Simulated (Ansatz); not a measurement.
Consider the formal exchange of groups at a Te–Al bond: `[SiH3][NH][AlH][TeH]` + GeH₄ → `[GeH3][TeH]` + `[AlH2][NH][SiH3]`.

Computed with Ansatz on PBE0-D4/def2-TZVP structures; ΔE is electronic, products minus reactants. CCSD(T)/CBS adds triple-zeta CCSD(T) − MP2 to the extrapolated MP2 energy (def2 sets, frozen cores). DFT in def2-TZVPP. B3LYP here is the variant with VWN-RPA as its local correlation; programs differ in this. Elements past krypton have def2 core potentials. For Ge, Te outer-core shells are correlated without core-valence functions, which leaves a few kJ/mol of doubt a bond. Scalar relativity is left out up to krypton. One conformer a species, not always the lowest.

`[SiH3][NH][AlH][TeH]`:

Z-matrix (Å, degrees):
```
Si
N 1 1.726
H 1 1.489 2 111.8
H 1 1.485 2 108.1 3 119.7
H 1 1.489 2 112.0 3 -120.5
Al 2 1.781 1 133.8 3 -120.6
H 2 1.014 1 113.3 3 59.5
Te 6 2.527 2 123.0 1 -0.2
H 6 1.579 2 118.4 1 179.9
H 8 1.656 6 91.8 2 -0.0
```

GeH₄:

Z-matrix (Å, degrees):
```
Ge
H 1 1.534
H 1 1.534 2 109.5
H 1 1.534 2 109.5 3 -120.0
H 1 1.534 2 109.5 3 120.0
```

`[GeH3][TeH]`:

```xyz
6

Ge   -0.500    0.375    0.232
Te    1.846   -0.132   -0.652
H    -0.755   -0.371    1.549
H    -0.523    1.890    0.469
H    -1.563   -0.015   -0.805
H     1.495   -1.746   -0.793
```

`[AlH2][NH][SiH3]`:

```xyz
9

Al    1.640   -0.512    0.470
N     0.063    0.314    0.554
Si   -1.256    0.269   -0.558
H     1.931   -1.433   -0.781
H     2.655   -0.269    1.660
H    -0.092    0.897    1.368
H    -2.501   -0.261    0.067
H    -0.861   -0.623   -1.679
H    -1.580    1.618   -1.102
```

| level | ΔE (kcal/mol) | difference from CCSD(T)/CBS |
| --- | --- | --- |
| PBE-D4 | 13.3 | -0.8 |
| r2SCAN-D4 | 13.8 | -0.3 |
| PBE0-D4 | 13.6 | -0.5 |
| B3LYP-D4 | 12.6 | -1.5 |
| ωB97X-V | 12.9 | -1.2 |
| ωB97M-V | 12.8 | -1.3 |
| B2PLYP | 12.7 | -1.4 |
| PBE | 12.7 | -1.4 |
| r2SCAN | 13.6 | -0.5 |
| PBE0 | 13.0 | -1.1 |
| B3LYP | 11.7 | -2.4 |
| HF/def2-TZVPP | 12.1 | -2.0 |
| MP2/def2-TZVPP | 14.2 | 0.1 |
| SCS-MP2/def2-TZVPP | 13.3 | -0.8 |
| CCSD/def2-TZVPP | 13.6 | -0.5 |
| CCSD(T)/def2-TZVPP | 14.0 | -0.1 |
| HF/def2-QZVPP | 11.9 | -2.2 |
| MP2/def2-QZVPP | 14.2 | 0.1 |
| SCS-MP2/def2-QZVPP | 13.4 | -0.7 |
| HF/CBS(def2) | 11.9 | -2.2 |
| MP2/CBS(def2) | 14.3 | 0.2 |
| CCSD/CBS(def2) | 13.8 | -0.3 |
| CCSD(T)/CBS | 14.1 | 0 |

Largest T1 diagnostic among the species: 0.012.

In def2-TZVPP, CCSD(T) changes the Hartree–Fock value by +1.9 kcal/mol (the triples alone add +0.3 kcal/mol) and MP2 by +2.1 kcal/mol. The D4 term adds +0.9 kcal/mol with B3LYP and +0.6 kcal/mol with PBE0; it sums over pairs of atoms, weighted by their polarisabilities, and B3LYP, whose exchange is more repulsive, gets the larger term.
